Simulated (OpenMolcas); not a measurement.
Computed levels of 5d⁶ in ions with 74 electrons, in cm-1 above ⁵D₄.

| Item | Value |
| --- | --- |
| Program | OpenMolcas |
| Method | CASSCF |
| Basis | ANO-RCC-VTZP |
| Scalar Hamiltonian | DKH2, point nucleus |
| Spin-orbit coupling | state interaction with AMFI integrals over the reference wave functions, term energies averaged over their components |

Active space for each ion: 6 electrons in 10 orbitals (5d 6d).

```tsv
Level	Os2+	Ir3+	Au5+
⁵D₃	4335	5804	9558
⁵D₁	6823	8833	13519
⁵D₀	7254	9291	13679
³H₆	18238	20883	26347
³H₅	18384	20981	26281
³F₂(1)	22515	25874	32631
³G₅	26716	31516	42143
³G₄	27547	32069	41436
³D₁	27690	32189	41081
```

Task: Estimate ⁵D₀, ³H₆, ³H₅ for Pt4+ from its neighbours Ir3+ and Au5+.

Result: ⁵D₀ is fine structure, which grows about as the fourth power of a screened charge, so the fourth roots are averaged: ((9291^0.25 + 13679^0.25) / 2)^4 = 11326. The calculation gives 11340, so the estimate is off by -0.1 %.
³H₆ is another term, which grows about linearly with the charge: (20883 + 26347) / 2 = 23615. The calculation gives 23503, so the estimate is off by +0.5 %.
³H₅ is another term, which grows about linearly with the charge: (20981 + 26281) / 2 = 23631. The calculation gives 23533, so the estimate is off by +0.4 %.

Mixed levels, with the weight of the term that names them: Os2+ ³H₅ (60 %), Os2+ ³G₅ (60 %), Os2+ ³G₄ (68 %), Os2+ ³D₁ (54 %), Ir3+ ³H₅ (57 %), Ir3+ ³G₅ (57 %), Ir3+ ³G₄ (65 %), Ir3+ ³D₁ (63 %), Pt4+ ³H₅ (54 %), Pt4+ ³F₂(1) (72 %), Pt4+ ³G₅ (54 %), Pt4+ ³G₄ (62 %), Pt4+ ³D₁ (68 %), Au5+ ⁵D₀ (74 %), Au5+ ³H₅ (52 %), Au5+ ³F₂(1) (66 %), Au5+ ³G₅ (52 %), Au5+ ³G₄ (57 %), Au5+ ³D₁ (71 %).

Without dynamic correlation excited terms often stand tens of per cent too high (terms of higher spin than the ground term too low), and those without a measured partner can miss by more than the paired ones. Active for correlation alone: 6d; no level in the range computed is led by a configuration that fills it, so any true level of that kind is missing. Levels of configurations outside the active space are missing.

A number in round brackets counts repeated terms of one configuration in the order of the reference energies.
